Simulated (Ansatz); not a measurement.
Start from `[OH][GaH][SeH]` and change one atom or group to get `[OH][GaH][GeH3]`.

Ansatz, PBE0-D4/def2-TZVP geometries, multiplicity 1. Each molecule was computed in one conformer, which needn't be the lowest.

Scalar relativity is left out up to krypton.

| property | `[OH][GaH][SeH]` |
| --- | --- |
| HOMO energy (ωB97M-V/def2-TZVPP) / eV | -9.55 |
| HOMO–LUMO gap (PBE0/def2-TZVPP) / eV | 6.47 |
| HOMO energy (PBE/def2-TZVPP) / eV | -6.25 |
| LUMO energy (PBE/def2-TZVPP) / eV | -1.69 |
| size of the dipole moment (ωB97M-V/def2-TZVPP) / D | 0.79 |
| size of the dipole moment (PBE/def2-TZVPP) / D | 0.88 |

(1) What does the change do to each property? (Best estimate.)

Answers

(1) The calculation gave: 
| property | `[OH][GaH][GeH3]` | shift |
| --- | --- | --- |
| HOMO energy (ωB97M-V/def2-TZVPP) / eV | -9.71 | -0.16 |
| HOMO–LUMO gap (PBE0/def2-TZVPP) / eV | 6.15 | -0.32 |
| HOMO energy (PBE/def2-TZVPP) / eV | -6.54 | -0.29 |
| LUMO energy (PBE/def2-TZVPP) / eV | -2.27 | -0.58 |
| size of the dipole moment (ωB97M-V/def2-TZVPP) / D | 1.29 | 0.50 |
| size of the dipole moment (PBE/def2-TZVPP) / D | 1.15 | 0.27 |

With PBE0 the HOMO falls by 0.26 eV and the LUMO falls by 0.58 eV, so the gap narrows by about 0.32 eV. PBE moves the HOMO by -0.29 eV and ωB97M-V by -0.16 eV. The zero-point energy changes by 38.8 kJ/mol with +6 modes. Dipoles are sizes alone; their direction can turn.

Spin–orbit coupling is left out; it splits and shifts lone-pair levels of the heavy atoms by tenths of an eV.
